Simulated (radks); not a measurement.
Results of a calculation; reference values are marked as such.
Spherical quantum dot in the effective-mass picture: electrons in a well V = -V0 / (1 + exp((r - R)/a)) with V0 = 2.22, R = 10.4, a = 0.35, with a point charge +2 (a donor) at the centre, all in effective atomic units (hartree* = m*/eps^2 hartree, bohr* = eps/m* bohr), one dielectric constant everywhere. Level of theory: non-relativistic Kohn-Sham, LDA (Slater exchange, Perdew-Wang correlation), spin-polarised, spherical densities (a radial shooting solver with Libxc functionals). Levels are named by radial order and angular momentum (1s, 1p, 1d, 2s, ...), and open shells are averaged over m.

N = 11, configuration 1s2 1p6 1d(up 1, down 0) 2s2. This is the lowest configuration that the search found (a dilute case). Occupied and some empty levels:

| level | occupation | eigenvalue (hartree*) | <r> (bohr*) |
|---|---|---|---|
| 1s down | 1 | -1.5262 | 0.9681 |
| 1s up | 1 | -1.5262 | 0.9682 |
| 2s up | 1 | -1.1693 | 7.319 |
| 2s down | 1 | -1.1641 | 7.308 |
| 1p up | 3 | -1.1488 | 7.434 |
| 1p down | 3 | -1.1435 | 7.426 |
| 1d up | 1 | -1.1090 | 7.636 |
| 1d down | 0 | -1.1035 | 7.634 |
| 1f up | 0 | -1.0538 | 7.816 |
| 1f down | 0 | -1.0483 | 7.816 |
| 1g up | 0 | -0.98465 | 7.977 |
| 1g down | 0 | -0.97914 | 7.979 |
| 2p up | 0 | -0.91911 | 5.438 |
| 2p down | 0 | -0.91647 | 5.424 |

Energy (hartree*): total -22.2624, kinetic 3.6369, external -33.294, Hartree 9.5450, exchange-correlation -2.1500.

Electron density:

| r (bohr*) | n(r) (e/bohr*^3) |
|---|---|
| 0.274 | 1.207 |
| 0.963 | 0.1097 |
| 1.65 | 0.01350 |
| 2.34 | 0.002198 |
| 3.03 | 0.0007921 |
| 3.72 | 0.0008462 |
| 4.41 | 0.001254 |
| 5.10 | 0.001857 |
| 5.78 | 0.002582 |
| 6.47 | 0.003278 |
| 7.16 | 0.003668 |
| 7.85 | 0.003442 |
| 8.54 | 0.002505 |
| 9.23 | 0.001241 |
| 9.92 | 0.0003325 |
| 10.6 | 0.00003932 |
| 11.3 | 2.866e-06 |
| 12.0 | 1.782e-07 |
| 12.7 | 1.123e-08 |
